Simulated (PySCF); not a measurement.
Species: C6H9F2 (doublet state).
Atom-mapped SMILES: `[CH2:1]=[C:2]([F:3])[CH2:4][C:5]([CH3:6])[CH2:7][F:8]` (hydrogens: H9, H10 on C1; H11, H12 on C4; H13, H14, H15 on C6; H16, H17 on C7)

Cartesian coordinates in Å at the GFN2-xTB level; atoms count from 1:
```
atom  x, y, z in Å
C1     1.9580    1.4227   -0.4310
C2     1.5003    0.4481    0.3324
F3     2.2024   -0.7081    0.4372
C4     0.1881    0.3974    1.0678
C5    -0.7860   -0.3470    0.2164
C6    -0.8759   -1.8222    0.3100
C7    -1.3661    0.3501   -0.9579
F8    -1.6955    1.6591   -0.6627
H9     2.8896    1.3299   -0.9602
H10    1.4102    2.3401   -0.5325
H11    0.3313   -0.1158    2.0203
H12   -0.1550    1.4180    1.2430
H13   -0.9375   -2.1367    1.3523
H14    0.0162   -2.3032   -0.1092
H15   -1.7422   -2.2014   -0.2275
H16   -2.2856   -0.1358   -1.3032
H17   -0.6593    0.4170   -1.8051
```

The hyperfine couplings belong to this conformer and change with its torsions.

Computed, not measured: UKS B3LYP, pcH-1 on C F H, non-relativistic, mean-field spin-orbit, GIAO in PySCF. The structure is a single GFN2-xTB conformer in the gas phase; no vibrational or solvent corrections. Couplings are sensitive to structure, and on GFN2-xTB geometries they can be far from those on DFT ones. No stability test was run, so a lower SCF solution isn't excluded.

Problem. Break the g tensor into its mass correction, gauge correction and orbital-Zeeman/spin–orbit terms.

Solution. 
| Δg (ppm) | 1 | 2 | 3 |
| --- | --- | --- | --- |
| relativistic mass correction | -148 | -148 | -148 |
| gauge correction | -3 | 46 | 21 |
| orbital Zeeman/spin–orbit | 17 | 365 | 723 |
| total | -133 | 263 | 597 |

So g = 2.00219, 2.00258, 2.00292 and g_iso = 2.00256; the tensor is rhombic: the two nearest values differ by 46 % of g3 − g1. 

Problem. What are the electron Larmor frequencies g μB B/h along the three axes at 330 mT?

Solution. 9.2476, 9.2494, 9.2510 GHz for g1, g2 and g3, a range of 3.4 MHz.

Problem. At 9.441 GHz, how far is the centre of the isotropic spectrum from where a free electron (g = 2.002319) resonates?

Solution. B = hν/(g μB) with μB/h = 13.99624 MHz/mT gives 336.88 mT for the free electron and 336.84 mT at g_iso, 0.04 mT lower.

Problem. In a frozen sample, at which fields do the three g values resonate at 9.5, 34, 94 and 263 GHz (hyperfine left aside), and which band first spreads them over more than twice a line width of 0.5 mT?

Solution. 
```tsv
band	GHz	B(g3) mT	B(g2) mT	B(g1) mT	spread mT
X	9.5	338.88	338.94	339.01	0.12
Q	34.0	1212.84	1213.05	1213.29	0.44
W	94.0	3353.15	3353.71	3354.38	1.22
J	263.0	9381.70	9383.26	9385.12	3.42
```

The spread grows in proportion to the frequency. W band is the first where it exceeds 1.0 mT.

The Mulliken spin populations are largest on C5 (+0.94), C6 (-0.08), C4 (-0.07) and H14 (+0.06). No atom but C5 exceeds +0.15. The positive populations add up to 1.21 and the negative ones to -0.21, together 2S = 1. The angles at C5 add up to 357.8°, so it is nearly planar.

The HOMO–LUMO gaps are 5.75 eV among the α and 5.29 eV among the β orbitals.
